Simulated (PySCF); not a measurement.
## Si4H11NO3

The system: Si4H11NO3, a molecule; neutral, singlet. The structure, one conformer, was relaxed in the gas phase by PBE0-D3(BJ)/def2-SVP. No frequency run checks that it is a minimum.

SMILES: N[Si](O[SiH3])(O[SiH3])O[SiH3]

Coordinates in Å:
```
Si1    -1.088    1.241   -2.000
O2      0.031    0.059   -1.691
Si3     0.699   -0.836   -0.482
O4     -0.542   -1.488    0.395
Si5    -1.777   -1.109    1.433
O6      1.584    0.103    0.539
Si7     1.566    1.487    1.448
N8      1.735   -1.982   -1.178
H9     -1.039    2.286   -0.931
H10    -0.770    1.863   -3.316
H11    -2.463    0.659   -2.044
H12    -2.398    0.195    1.045
H13    -2.807   -2.184    1.363
H14    -1.267   -1.000    2.833
H15     2.646    1.398    2.469
H16     0.245    1.633    2.137
H17     1.791    2.682    0.582
H18     2.402   -2.480   -0.603
H19     1.431   -2.529   -1.973
```

Shieldings: GIAO PBE0/pcSseg-1. Shifts are against computed references at the same level: H TMS (σ 31.27 ppm), Si TMS (σ 352.0 ppm). Core levels by delta-SCF with SCAN, pcX-2 on the ionised atom and pcseg-1 elsewhere, spin-free X2C (2p3/2 is the spin-free 2p value less a third of a first-order spin-orbit splitting); from the vacuum level, for chosen atoms.

(1) Give the shieldings and core levels atom by atom.

(2) By CAM-B3LYP/def2-SVPD (TDDFT singlets, Tamm-Dancoff triplets, ionisation by delta-SCF), where does absorption start, and what does vertical ionisation take?

## Answers

(1) 
| atoms | bonded to | σ (ppm) | δ (ppm) | core level (eV) |
| --- | --- | --- | --- | --- |
| Si1 | 1 O + 3 H | 391.2 | -39.2 | - |
| O2 | 2 Si | 289.9 | - | 1s 537.84 |
| Si3 | 1 N + 3 O | 428.8 | -76.8 | 2p3/2 108.23 |
| O4 | 2 Si | 280.5 | - | 1s 537.71 |
| Si5 | 1 O + 3 H | 392.5 | -40.6 | - |
| O6 | 2 Si | 290.3 | - | 1s 537.85 |
| Si7 | 1 O + 3 H | 391.7 | -39.7 | - |
| N8 | 1 Si + 2 H | 243.5 | - | 1s 404.81 |
| H9 H10 H11 | 1 Si | 26.15 | 5.12 | - |
| H12 H13 H14 | 1 Si | 26.14 | 5.13 | - |
| H15 H16 H17 | 1 Si | 26.13 | 5.13 | - |
| H18 | 1 N | 30.59 | 0.68 | - |
| H19 | 1 N | 30.60 | 0.67 | - |

Values are those of this one static structure, with the three H of a rotating XH3 group averaged; atoms that internal rotation interchanges would show their mean in an NMR spectrum.

(2) The lowest singlet lies at 6.76 eV (f 0.036), the lowest triplet at 6.42 eV; vertical ionisation takes 10.10 eV.
